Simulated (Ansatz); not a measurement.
C3H8GeO2 (`CC(C)[O][Ge][OH]`) at its PBE0-D4/def2-TZVP geometry, where that method's forces vanish. Total charge 0; spin multiplicity 1.

```xyz
14

C     0.2980    1.4419    0.6672
C     0.6016    0.1710   -0.1036
C     0.2139    0.2887   -1.5667
O    -0.0065   -0.9352    0.5373
Ge   -1.6503   -1.6040    0.2536
O    -1.5007   -2.8314    1.5312
H     0.8546    2.2893    0.2595
H    -0.7698    1.6756    0.6102
H     0.5672    1.3226    1.7179
H     1.6821   -0.0156   -0.0509
H    -0.8476    0.5303   -1.6776
H     0.4134   -0.6453   -2.0975
H     0.7873    1.0833   -2.0497
H    -0.6432   -2.7711    1.9692
```

Task: What forces (eV/Å) does PBE-D4/def2-TZVPP give on these atoms in Ansatz? (Estimate.)

Result: The calculation gave: 
```
C1   0.006  0.055  0.038
C2   0.083  0.193 -0.150
C3   0.008  0.010 -0.064
O4   0.354 -0.181  0.348
Ge5 -0.628  0.190 -0.546
O6  -0.400 -0.493  0.248
H7   0.110  0.172 -0.070
H8  -0.205  0.043 -0.012
H9   0.052 -0.009  0.212
H10  0.247 -0.039  0.016
H11 -0.204  0.045 -0.021
H12  0.035 -0.177 -0.109
H13  0.111  0.158 -0.110
H14  0.432  0.033  0.219
```
